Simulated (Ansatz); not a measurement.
Computed with Ansatz on PBE0-D4/def2-TZVP structures; ΔE is electronic, products minus reactants. CCSD(T)/CBS is the MP2 limit (def2-TZVPP, def2-QZVPP) plus CCSD(T) − MP2 in def2-TZVPP, frozen cores. Functionals use def2-TZVPP. B3LYP here is the variant with VWN-RPA as its local correlation; programs differ in this. Each species was taken in one conformer, which may not be the lowest.

Consider the ligand exchange at a B–S bond: `CBSCF` + CH₃NH₂ → `CBNC` + `FCS`.

```
             level  ΔE (kJ/mol)  difference from CCSD(T)/CBS
            PBE-D4        -50.3                          2.2
         r2SCAN-D4        -50.8                          1.7
           PBE0-D4        -50.9                          1.6
          B3LYP-D4        -56.1                         -3.6
           ωB97X-V        -53.7                         -1.2
           ωB97M-V        -55.7                         -3.2
            B2PLYP        -55.8                         -3.3
               PBE        -51.4                          1.1
            r2SCAN        -51.0                          1.5
              PBE0        -51.9                          0.6
             B3LYP        -58.0                         -5.5
     HF/def2-TZVPP        -57.4                         -4.9
    MP2/def2-TZVPP        -51.9                          0.6
SCS-MP2/def2-TZVPP        -54.4                         -1.9
   CCSD/def2-TZVPP        -55.9                         -3.4
CCSD(T)/def2-TZVPP        -54.2                         -1.7
     HF/def2-QZVPP        -58.0                         -5.5
    MP2/def2-QZVPP        -51.2                          1.3
SCS-MP2/def2-QZVPP        -53.6                         -1.1
      HF/CBS(def2)        -58.1                         -5.6
     MP2/CBS(def2)        -50.2                          2.3
    CCSD/CBS(def2)        -54.2                         -1.7
       CCSD(T)/CBS        -52.5                            0
```

Largest T1 diagnostic among the species: 0.013.

In def2-TZVPP, CCSD(T) changes the Hartree–Fock value by +3.2 kJ/mol (the triples alone add +1.7 kJ/mol) and MP2 by +5.5 kJ/mol.
